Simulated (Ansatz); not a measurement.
Z-matrix (Å, degrees):
```
Mo
F 1 1.848
Cl 1 2.270 2 84.6
Cl 1 2.270 2 84.6 3 -150.3
O 1 1.638 2 104.7 3 104.8
Cl 1 2.269 2 152.6 3 -75.2
```

The species carries charge 0 and has multiplicity 1. Mo takes the def2 core potential.

**Question.** List the B3LYP/def2-TZVPP orbital energies in eV (Ansatz). (An estimate is asked.)

**Answer.** Computed: Occupied: -2763.36, -2763.32, -2763.32, -672.33, -523.63, -258.11, -258.06, -258.06, -197.09, -197.05, -197.05, -197.02, -197.00, -196.96, -196.96, -196.96, -196.96, -75.29, -48.47, -47.99, -47.82, -32.35, -27.24, -23.23, -22.87, -22.77, -14.34, -13.92, -13.54, -13.21, -13.16, -12.21, -11.78, -11.26, -11.24, -10.18, -10.17, -9.76, -9.73, -9.48, -8.96. Lowest empty: -5.60, -3.94, -3.74, -2.51, -1.78, 0.00, 0.96, 1.02.

B3LYP here is the variant with VWN-RPA as its local correlation; programs differ in this.
